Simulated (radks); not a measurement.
Values are calculated unless marked as measured or tabulated.
Excited configurations of Ce IV: one electron is placed in a higher orbital outside [Xe]. The ground configuration is [Xe] 4f1. Code: a radial shooting solver on a logarithmic mesh with Libxc functionals. Model: scalar-relativistic Kohn-Sham, PBE, spin-polarised, spherical densities, finite nucleus; open shells are filled with parallel spins first (spin-orbit coupling, left out, can overturn this in heavy ions); Fermi nuclear charge, rms radius 4.8771 fm. Excitation = E - E(ground); binding = E(ion) - E, where the ion is the core of charge +4; n* = 4/sqrt(2 binding) in atomic units, and the quantum defect is n - n*.

outer orbital  excitation (eV)  binding (eV)     n*  quantum defect  eigenvalue (eV)  <r> (bohr)
5d                       7.353        30.586  2.668           2.332          -25.835       2.240
5f                      23.538        14.402  3.888           1.112          -12.038       4.183
6p                      16.374        21.565  3.177           2.823          -19.020       3.754
7s                      23.238        14.702  3.848           3.152          -13.190       5.785
7p                      25.280        12.659  4.147           2.853          -11.309       6.497
7d                      28.243         9.697  4.738           2.262           -8.603       8.045
7f                      31.269         6.670  5.713           1.287           -5.931       11.17

The Delta-SCF ionisation energy is 37.939 eV (NIST Atomic Spectra Database: 36.91 eV, semi-empirical). Self-interaction in the functional shifts the binding energies and quantum defects, so they are the method's values and not measured ones. Open shells are spherical and high-spin; term and fine-structure splittings are not resolved. Spin-orbit splitting is averaged out at the scalar-relativistic level.
